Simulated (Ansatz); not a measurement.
Cl2Zn, triplet, geometry from GFN2-xTB (such geometries of metal compounds can be far from the true shape) (a higher spin typed on purpose: for a closed-shell molecule this is an excited state); Ansatz (an electronic-structure program) with HF/6-31G*.

Here is a job for Ansatz.
Ansatz 0.2 input:
```yaml
crystal:
  periodic: [false, false, false]
  atoms:
    - {symbol: Zn, position_ang: [0.26286815, 0.91445661, 0.50646119]}
    - {symbol: Cl, position_ang: [0.72550465, -0.58604969, -1.34253574]}
    - {symbol: Cl, position_ang: [-1.18938961, -1.02769727, 0.44878070]}
basis:
  gaussian:
    orbitals: 6-31G*
hamiltonian:
  xc: hf
magnetization: {spin_polarized: true, initial_magnetization: 2}
```

It wrote (shortened):

```
Functional definition: HF
658 factors; integrals over basis functions are off by at most 8.4e-4 eV
mean field evaluation 1: about -73373.0276 eV, gradient 9.0e0 eV
mean field evaluation 2: about -73373.1309 eV, gradient 9.1e0 eV
mean field evaluation 4: about -73374.0375 eV, gradient 2.0e0 eV
mean field evaluation 8: about -73374.0919 eV, gradient 1.6e-3 eV
mean field evaluation 16: about -73373.5367 eV, gradient 2.9e0 eV
mean field evaluation 32: about -73373.0275 eV, gradient 9.0e0 eV
mean field -73374.09189538 eV, -2696.4481424096 hartree, gradient 1.4e-5 eV, S^2 2.019469; 0 other end points of the search recorded, 0 dependent functions left out
reference -73374.09189538 eV, -2696.4481424096 hartree; 33, 31 occupied and 41, 43 virtual orbitals, 658 factors
Total energy: -73374.09189538 eV, -2696.4481424096 hartree
```
